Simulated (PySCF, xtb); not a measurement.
C3H8N2Si, SMILES N[C@@H]1CN=C1[SiH3].

GFN2-xTB (xtb 6.7.1) at its own geometry gives an orbital gap of 2.68 eV and a dipole moment of 2.08 D.

Geometry optimised at PBE0-D3(BJ)/def2-SVP. The structure was generated by enumeration; whether it is a known compound was not checked. Other conformers were not sampled.

### Question
What does CAM-B3LYP/def2-TZVP (PySCF) give? (An estimate is asked for; the answer gives what the named calculation found.)

### Answer
gap 8.51 eV (levels -8.23 and 0.28 eV), dipole 2.08 D.
